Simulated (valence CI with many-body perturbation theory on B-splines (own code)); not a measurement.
Results of a calculation; reference values are marked as such.
# A CI+MBPT run for Xe14+

Method: valence CI with perturbative core correlation (CI+MBPT): four valence electrons over a frozen Dirac-Fock core [Kr], a basis of 5 s, 5 p, 4 d, 4 f functions for each j, with the one-electron correlation potential Σ1 (screened to all orders), the two-electron term Σ2, the three-electron term Σ3, Breit, model QED; selected single and double excitations, second order for the rest, scaled by the run's own slope (own B-spline code, finite nucleus).

Command, and the settings that its task file holds:

```sh
python run_cv.py task.json out
```

```
atom Xe  Z=54  mass_number=132  rms_radius_fm=4.7859
core [Kr]
valence 4d4
avg = 1
basis = S
breit = 1
cap = 20000
capref = 1200
cscale = 1
de = 0.0
dress = 0
eps = 2e-08
extrap = 1
h = 0.27
hh = 1
l2 = 3
lcore = 6
maxit = 60
n2 = 5
natural = 1
nlev = 30
nno = [2, 2, 2, 2, 0]
nroot = 26
nsp = [3, 3, 2, 2, 0]
pt2 = 1
qed = 1
rpa = 1
s1 = 1
s2 = 1
s3 = 1
screen = 1
tol = 2e-05
whole = 1
```

It took 35 s on 1 thread of Arm Neoverse V2, with other jobs on the host.

Log. The first blocks belong to the next ion, which gives the ionisation energy. Fields: 2J, parity (1 odd), roots, reference size, generating configurations, candidates as configurations/state functions, variational space P, stored matrix elements, Davidson steps; e2 is the range of second-order energies in hartree. The first line gives the box (bohr), its intervals, the orbitals and the steps of their self-consistent field. Window is the range of levels sought, series limit the energy at which the first omitted orbital would enter, core excitation an estimate of the first excitation out of the core, left out the lowest levels not solved, and shifts from estimates the range by which levels moved from their first estimate, all in cm⁻¹.

```
rmax 10.0 intervals 62 orbitals 31 references ['4d4', '4d3 4f', '4d3 5s', '4d3 5p'] scf 6 t 1.6
2J=3 par=0 roots 2 ref 38 generators 7 cand 433/1033 P 452/1071 nnz 0 it 0
2J=3 par=0 roots 2 ref 38 generators 12 cand 132/383 P 584/1454 nnz 0 it 5
   second order: generators 18 cand 1263/2744 e2 -0.00000 -0.00000
2J=5 par=0 roots 2 ref 44 generators 5 cand 366/1012 P 384/1056 nnz 0 it 0
2J=5 par=0 roots 2 ref 44 generators 11 cand 147/468 P 531/1524 nnz 0 it 4
   second order: generators 17 cand 1078/2735 e2 -0.00000 -0.00000
2J=7 par=0 roots 2 ref 38 generators 2 cand 390/1017 P 406/1055 nnz 0 it 0
2J=7 par=0 roots 2 ref 38 generators 10 cand 120/411 P 526/1466 nnz 0 it 5
   second order: generators 15 cand 975/2407 e2 -0.00000 -0.00000
reference levels 556, estimated 33, window 122140 1/cm; series limit 1847534, core excitation 641340
2J=0 par=0 roots 4 ref 17 generators 10 cand 154/436 P 785/1545 nnz 0 it 4
2J=0 par=0 roots 4 ref 17 generators 11 cand 284/742 P 1069/2287 nnz 0 it 4
   second order: generators 19 cand 3025/6587 e2 -0.00001 -0.00001
2J=2 par=0 roots 4 ref 36 generators 8 cand 144/662 P 692/3060 nnz 2e+06 it 5
2J=2 par=0 roots 4 ref 36 generators 10 cand 214/1770 P 906/4830 nnz 3.5e+06 it 5
   second order: generators 15 cand 3672/23081 e2 -0.00002 -0.00001
2J=4 par=0 roots 8 ref 51 generators 11 cand 258/1484 P 662/3966 nnz 3.6e+06 it 7
2J=4 par=0 roots 8 ref 51 generators 12 cand 307/3339 P 969/7305 nnz 7.9e+06 it 7
   second order: generators 15 cand 1789/15576 e2 -0.00003 -0.00001
2J=6 par=0 roots 6 ref 49 generators 6 cand 233/1455 P 613/3996 nnz 3.8e+06 it 8
2J=6 par=0 roots 6 ref 49 generators 10 cand 256/3272 P 869/7268 nnz 8.4e+06 it 8
   second order: generators 16 cand 3461/34729 e2 -0.00003 -0.00001
2J=8 par=0 roots 7 ref 42 generators 10 cand 266/1419 P 662/3930 nnz 3.6e+06 it 8
2J=8 par=0 roots 7 ref 42 generators 12 cand 228/3125 P 890/7055 nnz 7.8e+06 it 9
   second order: generators 17 cand 2702/27905 e2 -0.00002 -0.00001
2J=10 par=0 roots 2 ref 25 generators 5 cand 115/434 P 538/2689 nnz 1.9e+06 it 4
2J=10 par=0 roots 2 ref 25 generators 8 cand 134/1270 P 672/3959 nnz 3.1e+06 it 4
   second order: generators 10 cand 2352/17879 e2 -0.00003 -0.00003
2J=12 par=0 roots 2 ref 14 generators 5 cand 58/172 P 501/1921 nnz 0 it 3
2J=12 par=0 roots 2 ref 14 generators 8 cand 118/1100 P 619/3021 nnz 1.7e+06 it 4
   second order: generators 9 cand 2143/12575 e2 -0.00002 -0.00002
left out: unestimated 198374, estimated none, shifts from estimates -239 to 0
operators 2.4
```

The Davidson iterations converged.

No measured levels were compared; by estimate terms of the open shell hold to 2 to 4 % of their energy, and close levels can change places. Only levels of the ground parity were solved; by the run's estimate the other parity begins above the list, which can be wrong where configurations are misplaced.

```yaml
Valence_energy: -57.31987 hartree
Ionisation_energy: "344.45 eV (NIST: 343 ± 3 eV (theoretical))"
Reference_configurations_for_the_orbitals: 4d4, 4d3 4f, 4d3 5s, 4d3 5p
Radial_orbitals: 31
Box_radius: 9.955 bohr
Largest_variational_space: 7305
Lowest_levels: 4d4 5D_0 0.0000, 4d4 5D_1 0.9405, 4d4 5D_2 1.811, 4d4 5D_3 2.531, 4d4 5D_4 3.067, 4d4 3P_0 [a] 4.788, 4d4 3H_4 5.047, 4d4 3G_3 6.050, 4d4 3H_5 6.263, 4d4 3F_2 [a] 6.393, 4d4 3P_1 [a] 6.517, 4d4 3H_6 6.821, 4d4 3G_4 7.439, 4d4 3D_2 7.831 eV
```

Names give the largest LS component (configuration and term), which can be under half, so a name can repeat, a term be missing and a line seem to break the LS rules; names also repeat where a configuration has a term twice. Letters in brackets count levels of one name in rising energy.
